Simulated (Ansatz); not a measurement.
`N[Si](F)([SiH3])Cl` + CH₃OH → `CO[Si](N)(F)Cl` + SiH₄ at 400 K and 1 bar (cleavage of the Si–Si bond).

Isolated molecules relaxed with PBE0-D4/def2-TZVP in Ansatz; ΔE leaves out vibrations. CCSD(T)/CBS is the MP2 limit (def2-TZVPP, def2-QZVPP) plus CCSD(T) − MP2 in def2-TZVPP, frozen cores. This one scheme is used for every species. Each species was taken in one conformer, which may not be the lowest.

```csv
species,CCSD(T)/CBS energy (Eh),H − E (kJ/mol),S (J/(mol·K))
`N[Si](F)([SiH3])Cl`,-1195.59251,186.2,420.5
CH₃OH,-115.61712,151.2,252.6
`CO[Si](N)(F)Cl`,-1019.79558,233.8,428.3
SiH₄,-291.46306,96.9,218.6
```

H − E and S are ideal-gas, rigid-rotor, harmonic terms from PBE0-D4/def2-TZVP, for one conformer and one mirror image of each species. 1 Eh = 2625.50 kJ/mol, R = 8.31446 J/(mol·K).

Question: By hand: ΔE, ΔH, ΔS and ΔG.

Answer: ΔE = (-1019.79558) + (-291.46306) − (-1195.59251) − (-115.61712) = -0.04901 Eh = -128.7 kJ/mol. Δ(H − E) = 233.8 + 96.9 − 186.2 − 151.2 = -6.7, so ΔH = -135.4 kJ/mol. ΔS = 428.3 + 218.6 − 420.5 − 252.6 = -26.2 J/(mol·K). ΔG = -135.4 − 400 × (-26.2)/1000 = -124.9 kJ/mol.

Question: By hand: the equilibrium constant, and the temperature at which ΔG would vanish if ΔH and ΔS stayed fixed.

Answer: log₁₀ K = −ΔG/(RT ln 10) = 16.3. ΔG = 0 at ΔH/ΔS = 5168 K, far beyond where these terms or the molecules hold.

ΔH outweighs TΔS. A doubt of 5 kJ/mol in ΔE shifts log₁₀ K by 0.7 here. Other conformers and mirror images would add mixing entropy, several J/(mol·K) or more a flexible species. These are equilibria of isolated gas molecules and say nothing of rates. Largest T1 diagnostic: 0.011 (customary marks: 0.02 for closed shells, 0.045 for open ones).
